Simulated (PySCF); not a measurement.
Work out the structure from these simulated measurements.

Formula: C4H9ClF2Si.

- Triplet: lowest triplet excitation (Tamm–Dancoff): 6.47 eV [TDA CAM-B3LYP/def2-SVPD]
- 1H NMR: chemical shifts (computed TMS as zero) by class: 0.23 (9 H) ppm [GIAO PBE0/pcSseg-1]
- UV, first state: lowest singlet excitation: 7.37 eV (168 nm, f = 0.068) [TDDFT CAM-B3LYP/def2-SVPD]
- Rotational structure: rotational constants A, B, C: 1.713, 1.099, 1.008 GHz [PBE0-D3(BJ)/def2-SVP]
- UV, strongest line: among the 10 lowest singlet transitions: S5/S6 at 8.55 eV (145 nm, f = 0.201 summed over these states) [TDDFT CAM-B3LYP/def2-SVPD]
- Dipole: 2.99 D [CAM-B3LYP/def2-SVPD]
- 13C NMR: chemical shifts (computed TMS as zero) by class: 142.8 (1 C), -4.5 (3 C) ppm [GIAO PBE0/pcSseg-1]
- Valence photoelectron: vertical ionisation energy: 10.71 eV [ΔSCF CAM-B3LYP/def2-SVPD]
- Polarisability: 89.8 au [CAM-B3LYP/def2-SVPD]
- NMR, other nuclei: isotropic shieldings of nuclei other than C and H, by class: 251 (2 F), 343 (1 Si), 627 (1 Cl) ppm [GIAO PBE0/pcSseg-1]

The electronic properties come from PySCF, for the isolated species, density fitting. Levels stand in brackets. Isolated species at its PBE0-D3(BJ)/def2-SVP geometry, gas phase. NMR classes are plain means over equivalent atoms (diastereotopic ones count apart unless rotation or inversion swaps them), as if these changed places fast.

Question: Give a SMILES that accounts for the data.

Answer: Numbering: `[CH3:1][Si:2]([CH3:3])([CH3:4])[C:5]([F:6])([F:7])[Cl:8]`. Its formula, C4H9ClF2Si, gives 0 degrees of unsaturation, so no ring and no π bond. 4 carbons fall into 2 classes; from least to most shielded: CF2 carbon [C5] (142.8 ppm), Si-methyl carbon [C1/C3/C4] (-4.5 ppm, 3 C). All hydrogens form one class (0.23 ppm): methyl hydrogen. The other shieldings belong to: 251 ppm, fluorine of a CF2 group [F6/F7]; 343 ppm, four-coordinate silicon [Si2]; 627 ppm, chlorine on a fluorinated carbon [Cl8]. The first electron is taken from the HOMO, whose largest Löwdin shares are 0.36 on the chlorine on a fluorinated carbon, 0.20 on the CF2 carbon, 0.13 on the four-coordinate silicon and 0.08 on an Si-methyl carbon. By its constants the optimised geometry is an asymmetric top. Structure: `C[Si](C)(C)C(F)(F)Cl` (TMS-CClF2). The assignments are read from this structure; whether some other isomer fits the data as well wasn't checked.

The values belong to the conformer `[CH3:1][Si:2]([CH3:3])([CH3:4])[C:5]([F:6])([F:7])[Cl:8]`: C1–Si2–C5–F6 179°.
